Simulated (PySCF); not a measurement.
diboron tetrafluoride (B2F4), SMILES FB(F)B(F)F. Atoms are numbered in the order given.

```xyz
6

F     -0.8047     1.5617     0.7961
B      0.0000     0.8623     0.0000
F      0.8047     1.5617    -0.7961
B      0.0000    -0.8623     0.0000
F     -0.8047    -1.5617    -0.7961
F      0.8047    -1.5617     0.7961
```
Charge 0, spin multiplicity 1.

Coordinates come from a PBE-D3(BJ)/def2-SVP optimisation. The values are those of a single conformer.

Level of theory: PySCF with PBE-D3(BJ)/def2-SVP.

No scaling factor is applied to the harmonic values.

A small imaginary wavenumber (i) marks a very flat motion, where grid noise or a shallow saddle decides the sign.

### Question
Estimate the vibrational spectrum. (Estimate from the structure and the level; the computed values follow.)

### Answer

```
mode  ν (cm⁻¹)  IR (km/mol)  moving atoms (share of kinetic energy)
----  --------  -----------  --------------------------------------
1          11i          0.0                                 F 100 %
2          159          3.6                          F 85 %, B 15 %
3          160          3.7                          F 85 %, B 15 %
4          313          0.0                                  F 96 %
5          526         43.9                          F 80 %, B 20 %
6          611         27.5                          B 83 %, F 17 %
7          613         27.2                          B 84 %, F 16 %
8          657          0.0                          F 85 %, B 15 %
9         1142        290.1                          B 57 %, F 43 %
10        1362        232.1                          B 73 %, F 27 %
11        1362        237.7                          B 73 %, F 27 %
12        1381          0.0                          B 81 %, F 19 %
```
